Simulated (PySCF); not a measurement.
Compound: C2H7PSi.
Cartesian coordinates in Å at the GFN2-xTB level; atoms count from 1:
```
atom  x, y, z in Å
P1     2.1192   -0.1892    0.8175
Si2    0.3502   -0.2042   -0.5279
C3    -1.3191   -0.4575    0.3142
C4    -1.0386    0.9924   -0.0816
H5     2.9609    0.4293   -0.0933
H6     2.5612   -1.4504    0.4503
H7     0.4494   -0.6035   -1.9295
H8    -1.3692   -0.6593    1.3745
H9    -2.1225   -0.9399   -0.2216
H10   -1.6698    1.3922   -0.8606
H11   -0.9163    1.6928    0.7320
```

Level of theory: TDDFT B3LYP/def2-SVPD, vertical, gas phase, core orbitals frozen in the response in PySCF.

Each state is given a Gaussian of 0.3 eV full width at half maximum, with ε(max) = 2.175×10⁸ f / Δν̃ (Δν̃ the width in cm⁻¹). The width is an assumption, not a result. The curve ends short of the highest state used, and states not computed would add to its high-energy end.

```json
{"λ (nm)": "197.6", "ε (L mol⁻¹ cm⁻¹)": "9930"}
{"λ (nm)": "199.2", "ε (L mol⁻¹ cm⁻¹)": "12526"}
{"λ (nm)": "200.9", "ε (L mol⁻¹ cm⁻¹)": "14962"}
{"λ (nm)": "202.6", "ε (L mol⁻¹ cm⁻¹)": "15852"}
{"λ (nm)": "204.2", "ε (L mol⁻¹ cm⁻¹)": "14722"}
{"λ (nm)": "205.9", "ε (L mol⁻¹ cm⁻¹)": "11821"}
{"λ (nm)": "207.6", "ε (L mol⁻¹ cm⁻¹)": "8229"}
{"λ (nm)": "209.3", "ε (L mol⁻¹ cm⁻¹)": "4992"}
{"λ (nm)": "210.9", "ε (L mol⁻¹ cm⁻¹)": "2766"}
{"λ (nm)": "212.6", "ε (L mol⁻¹ cm⁻¹)": "1309"}
{"λ (nm)": "214.3", "ε (L mol⁻¹ cm⁻¹)": "552"}
{"λ (nm)": "215.9", "ε (L mol⁻¹ cm⁻¹)": "223"}
{"λ (nm)": "217.6", "ε (L mol⁻¹ cm⁻¹)": "78"}
{"λ (nm)": "219.3", "ε (L mol⁻¹ cm⁻¹)": "27"}
{"λ (nm)": "221.0", "ε (L mol⁻¹ cm⁻¹)": "10"}
{"λ (nm)": "222.6", "ε (L mol⁻¹ cm⁻¹)": "4"}
{"λ (nm)": "224.3", "ε (L mol⁻¹ cm⁻¹)": "2"}
{"λ (nm)": "226.0", "ε (L mol⁻¹ cm⁻¹)": "1"}
{"λ (nm)": "227.6", "ε (L mol⁻¹ cm⁻¹)": "1"}
{"λ (nm)": "229.3", "ε (L mol⁻¹ cm⁻¹)": "0"}
{"λ (nm)": "231.0", "ε (L mol⁻¹ cm⁻¹)": "0"}
{"λ (nm)": "232.6", "ε (L mol⁻¹ cm⁻¹)": "0"}
{"λ (nm)": "234.3", "ε (L mol⁻¹ cm⁻¹)": "0"}
{"λ (nm)": "236.0", "ε (L mol⁻¹ cm⁻¹)": "0"}
```

Question: Locate the maxima and give the states behind the curve.

Answer: 202 nm (6.12 eV), ε about 16000, made up of S3 (95%) (ε in L mol⁻¹ cm⁻¹; maxima over ε = 5, shares over 10%). The states used: S1 5.70 eV (f 0.0001); S2 6.06 eV (f 0.0041); S3 6.12 eV (f 0.168); S4 6.39 eV (f 0.0031); S5 6.40 eV (f 0.044); S6 6.57 eV (f 0.016); S7 6.82 eV (f 0.060); S8 6.88 eV (f 0.0018).

Question: On this curve, what absorbance would a 10⁻³ mol/L sample give at 222 nm over a 1 cm path?

Answer: 222 nm is 5.585 eV, where ε is about 5.7 L mol⁻¹ cm⁻¹, so A = ε c l ≈ 0.0057 (Beer–Lambert, with the gas-phase spectrum and the assumed width).

Question: Does any computed singlet lie in the visible range?

Answer: No computed singlet lies in the visible range (380 to 750 nm); the lowest, at 217 nm, stands 2.44 eV above its violet end (3.26 eV).

Question: What would ε be at 6.12 eV, the highest of these maxima, with half the width (0.15 eV)?

Answer: About 30700 L mol⁻¹ cm⁻¹ against 15900, a factor of about 1.9; a lone state at its own centre would give exactly 2.

One conformer stands for the species.
